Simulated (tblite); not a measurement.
C5H9OSi (doublet state).
Geometry (GFN2-xTB, Å), atoms numbered from 1 in this order:
```
atom  x, y, z in Å
Si1    2.654    1.008   -0.784
O2     1.048    0.844   -0.859
C3     0.245   -0.265   -0.528
C4     0.043   -0.388    0.997
C5    -1.419   -0.141    1.203
C6    -2.065    0.036    0.065
C7    -1.163   -0.061   -1.125
H8     3.351    0.054   -1.638
H9     3.184    1.006    0.575
H10    0.718   -1.168   -0.932
H11    0.339   -1.372    1.366
H12    0.645    0.361    1.515
H13   -1.845   -0.113    2.191
H14   -3.116    0.235   -0.048
H15   -1.449   -0.886   -1.780
H16   -1.178    0.859   -1.715
```

Structure optimised with GFN2-xTB, isolated species. This method treats the open shell by occupation alone, without spin polarisation.

Take the most abundant isotopes and a rigid rotor. The values belong to one conformer with, in the numbering `[SiH2:1][O:2][CH:3]1[CH2:4][CH:5]=[CH:6][CH2:7]1`, H–Si1–O2–C3 61° and -68°, Si1–O2–C3–C4 79°.

(1) Give the principal moments of inertia and the rotational constants in MHz.

(2) What kind of rotor is it?

(3) Is it planar, by Δ = Ic − Ia − Ib?

(4) Where do the levels up to J = 5 lie, in MHz?

(5) Estimate the classical rotational partition function at 50 K, 200 K and 298.15 K.

Answers

(1) Ia = 86.75, Ib = 391.80, Ic = 444.67 u·Å²; 505379 MHz·u·Å²/I gives A = 5826, B = 1290, C = 1137 MHz.

(2) A near-prolate asymmetric top; Ray's κ = -0.935.

(3) Not planar: Δ = Ic − Ia − Ib = -33.89 u·Å². For a rigid frame Δ = −2 Σ m c², so Σ m c² = 16.95 u·Å² lies off the ab plane: 7.83 from hydrogen and 9.11 from heavier atoms. The atom farthest from that plane is 1.59 Å away.

(4) Above 0(0,0):
J = 1: 1(0,1) 2426, 1(1,1) 6962, 1(1,0) 7115
J = 2: 2(0,2) 7275, 2(1,2) 11662, 2(1,1) 12122, 2(2,1) 25729, 2(2,0) 25733
J = 3: 3(0,3) 14539, 3(1,3) 18708, 3(1,2) 19628, 3(2,2) 33008, 3(2,1) 33027, 3(3,1) 56072, 3(3,0) 56072
J = 4: 4(0,4) 24207, 4(1,4) 28100, 4(1,3) 29633, 4(2,3) 42711, 4(2,2) 42768, 4(3,2) 65785, 4(3,1) 65786, 4(4,1) 98065, 4(4,0) 98065
J = 5: 5(0,5) 36263, 5(1,5) 39833, 5(1,4) 42131, 5(2,4) 54834, 5(2,3) 54967, 5(3,3) 77930, 5(3,2) 77932, 5(4,2) 110206, 5(4,1) 110206, 5(5,1) 151709, 5(5,0) 151709
The levels of one J sum to (2J + 1)J(J + 1)(A + B + C)/3.

(5) Point group C1, symmetry number σ = 1; q = (√π/σ)·√((kT/h)³/(ABC)), k/h = 20836.6 MHz/K: 20400 at 50 K, 163000 at 200 K, 297000 at 298.15 K.

For this open shell read J as N, the rotation without spin; fine and hyperfine splittings come on top. Its GFN2-xTB frequencies are all real (lowest 20 cm⁻¹). Zero-point vibration and centrifugal distortion are left out.

On one thread of an Intel Xeon at 2.50 GHz, shared host with 64 logical CPUs at a one-minute load of 62, this took 1.7 s. These figures are those of the optimisation.

All values are computed, not measured.
